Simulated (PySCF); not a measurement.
# UHF on B⁺ (boron, charge +1)

Configuration: [He] 2s1 3s1, high-spin 3S determinant (an excited configuration). All numbers are calculated (PySCF 2.14, the spin-free X2C one-electron Hamiltonian (Gaussian nucleus), in dyall-av3z).

- Total energy: -23.706546 hartree
- One-electron energy: -28.8381 hartree
- Hartree (Coulomb) energy: 8.4810 hartree
- Exchange energy: -3.3495 hartree
- ⟨S²⟩: 2.0000
- ⟨L²⟩: 0.000
- Sum of ⟨r⟩: 7.052 bohr
- Sum of ⟨r²⟩: 29.20 bohr²
- Langevin diamagnetic susceptibility: -23.1 ×10⁻⁶ cm³/mol

| shell | electrons | mean orbital energy (hartree) | rms radius, mean of both spins (bohr) |
| --- | --- | --- | --- |
| 1s α | 1 | -8.58084 | 0.377 |
| 1s β | 1 | -8.50784 | 0.377 |
| 2s α | 1 | -1.16245 | 1.76 |
| 3s α | 1 | -0.32391 | 5.08 |

The outer electron is Rydberg-like, and this basis confines it to a smaller radius and binds it less than a complete one would.
